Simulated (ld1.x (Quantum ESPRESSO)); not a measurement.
**Before and after: TM potential for lanthanum**

La, norm-conserving Troullier–Martins (Kleinman–Bylander form), made with ld1.x (Quantum ESPRESSO) 7.5 (LDA (PZ), scalar-relativistic). Core [Kr] 4d10, reference 4f0 5s2 5p6 5d0 6s0 6p0 (charge +3). Waves: 5s (bound): rc 1.50 bohr; 5p (bound): rc 2.00 bohr; 5d (bound, empty): rc 3.70 bohr; 4f (bound, empty): rc 1.45 bohr. Local part: all-electron potential smoothed inside 2.50 bohr (lloc = -2). Core correction: none.

All-electron outer shells of the reference configuration (LDA (PZ), scalar-relativistic, ld1.x):

```csv
shell,level (eV),outermost node (bohr),outermost maximum (bohr)
4p,-223.04,0.34,0.63
4d,-127.23,0.32,0.68
5s,-61.90,0.77,1.39
5p,-44.91,0.83,1.58
4f,-27.65,–,0.75
5d,-23.49,0.94,2.05
6s,-20.34,1.80,3.18
6p,-15.74,2.06,3.69
```

Change: wave 5d (bound): rc 3.70 bohr becomes 5d (bound): rc 4.44 bohr.

Cutoffs: the cutoffs (Ry, on a coarse ladder) from which the occupation-weighted sum of valence levels, in a spherical-Bessel basis at the reference potential, stays within 10 and 1 mRy of its value at 400 Ry; they do not see the model core or the augmentation charge, which bear on the density cutoff. Errors are all-electron minus pseudo energies relative to the spin-unpolarised reference configuration.

Question: What does the change do?

Answer: The potential gets neither clearly harder nor softer (50 Ry and 90 Ry → 50 Ry and 90 Ry); both files keep a bound ghost (s); of the 8 tests that both files solve, the error grows in 2 and shrinks in 0 by more than 15 % and 0.3 meV (median size 4474.1 → 4549.0 meV).

| quantity | base | changed |
| --- | --- | --- |
| cutoff, loose | 50 Ry | 50 Ry |
| cutoff, tight | 90 Ry | 90 Ry |
| bound ghosts | s | s |
| tests counted (converged, no solver errors) | 8 of 9 | 8 of 9 |
| error for 4f0 5s2 5p6 5d1 6s2 6p0, meV [ΔE -36.42 eV] | +5341 | +5401 |
| error for 4f0 5s2 5p6 5d1 6s1 6p0, meV [ΔE -30.25 eV] | +4226 | +4298 |
| error for 4f0 5s2 5p6 5d1 6s0 6p0, meV [ΔE -19.10 eV] | +12 | +51 |
| error for 4f0 5s2 5p6 5d1 6s1.5 6p0, meV [ΔE -33.93 eV] | +4960 | +5029 |
| error for 4f1 5s2 5p6 5d1 6s0 6p0, meV [ΔE -29.34 eV] | +409 | +490 |
| error for 4f1 5s2 5p6 5d0 6s1 6p0, meV [ΔE -30.08 eV] | +2326 | +2326 |
| error for 4f0 5s2 5p6 5d1 6s2 6p0 (spin-polarised), meV [ΔE -36.51 eV] | +5328 | +5390 |
| error for 4f0 5s2 5p6 5d1 6s1 6p0 (spin-polarised), meV [ΔE -30.68 eV] | +4722 | +4800 |

Base: The cutoffs count occupied waves only; the empty 4f level needs 140 Ry at the loose tolerance. Tests not counted: 4f0 5s2 5p6 5d0 6s2 6p1 (solver errors, printed error -651 eV). These tests converged, but a pseudo level misses the all-electron one widely, so the file describes the atom poorly there or has found another state: 4f0 5s2 5p6 5d1 6s2 6p0: 5s by 4.3 eV (a node warning on the way); 4f0 5s2 5p6 5d1 6s1 6p0: 5s by 3.4 eV; 4f0 5s2 5p6 5d1 6s1.5 6p0: 5s by 4.0 eV; 4f1 5s2 5p6 5d0 6s1 6p0: 4f by 2.0 eV. Changed file: The cutoffs count occupied waves only; the empty 4f level needs 140 Ry at the loose tolerance. Tests not counted: 4f0 5s2 5p6 5d0 6s2 6p1 (solver errors, printed error -651 eV). These tests converged, but a pseudo level misses the all-electron one widely, so the file describes the atom poorly there or has found another state: 4f0 5s2 5p6 5d1 6s2 6p0: 5s by 4.3 eV (a node warning on the way); 4f0 5s2 5p6 5d1 6s1 6p0: 5s by 3.4 eV; 4f0 5s2 5p6 5d1 6s1.5 6p0: 5s by 4.0 eV; 4f1 5s2 5p6 5d0 6s1 6p0: 4f by 2.0 eV. A true bound ghost makes a file unfit for plane-wave use even where its test errors are small: the radial tests pick states by their node count and pass the ghost by. Where a test does run into it, the solver fails or the error is huge.
